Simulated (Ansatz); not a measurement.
Species: H₄GeS₄, SMILES `[SH][Ge]([SH])([SH])[SH]` (charge 0, multiplicity 1).

### Question
Give a relaxed geometry from r2SCAN-D4/def2-TZVP (Ansatz, a quantum-chemistry and plane-wave program).

### Answer
This is not unique; one that fits is the end point of this relaxation, one of several conformers (outside a Z-matrix the atoms follow the SMILES, hydrogens last).
Z-matrix (Å, degrees):
```
Ge
S 1 2.2191
H 2 1.3462 1 93.25
S 1 2.2191 2 115.52 3 -67.26
H 4 1.3462 1 93.25 2 -67.23
S 1 2.2192 2 106.53 3 174.68
H 6 1.3462 1 93.26 2 -50.80
S 1 2.2192 2 106.52 3 50.81
H 8 1.3462 1 93.27 2 -174.61
```
